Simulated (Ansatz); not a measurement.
Reaction (alkene loss): `BC(C)(C)C` → BH₃ + isobutene

Gas-phase electronic energies from Ansatz, PBE0-D4/def2-TZVP geometries. CBS: MP2 limit from def2 TZ/QZ plus the TZ coupled-cluster correction, frozen cores. This one scheme is used for every species. Functionals use def2-TZVPP. B3LYP here is the variant with VWN-RPA as its local correlation; programs differ in this.

CCSD(T)/CBS gives +29.9 kcal/mol.

**Question.** Another level gave +29.0 kcal/mol. Which?
A. CAM-B3LYP/def2-TZVPP
B. CAM-B3LYP-D4/def2-TZVPP
C. ωB97M-V/def2-TZVPP
D. B3LYP/def2-TZVPP

**Answer.** B. CAM-B3LYP-D4 29.0, ωB97M-V 30.7, B3LYP 23.0, CAM-B3LYP 26.9 kcal/mol.

Largest T1 diagnostic among the species: 0.010.

The D4 term adds +3.8 kcal/mol with B3LYP and +2.1 kcal/mol with PBE0; it sums over pairs of atoms, weighted by their polarisabilities, and B3LYP, whose exchange is more repulsive, gets the larger term. In def2-TZVPP, CCSD(T) changes the Hartree–Fock value by +10.1 kcal/mol (the triples alone add +0.7 kcal/mol) and MP2 by +12.6 kcal/mol. From BLYP to BHLYP (50 % exact exchange), in def2-TZVPP and without D4, ΔE moves by +6.2 kcal/mol.
